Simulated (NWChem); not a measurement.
Species: C$_{2}$H$_{7}$Si, doublet; SMILES C[SiH]C

Results from NWChem. Spin-unrestricted. In the optimisation the excess spin sits in a' (Cs, its own frame). Coordinates come from a PBE0/def2-SVP, spin-unrestricted optimisation. No stability test was run on the SCF state. Level: M05-2X/def2-SVP with SMD (1 M gas to 1 M solution), gas-phase geometry. Reactions with the solvent are ignored.

For solvent 1-propanol:

- solvation free energy (kcal/mol): -1.2
- cavity-dispersion-structure term (kcal/mol): 0.2

### Question
Estimate the same quantities for solvent water.

### Answer
The solvation free energy (kcal/mol) comes out as 1.9 and the cavity-dispersion-structure term (kcal/mol) is 3.3.
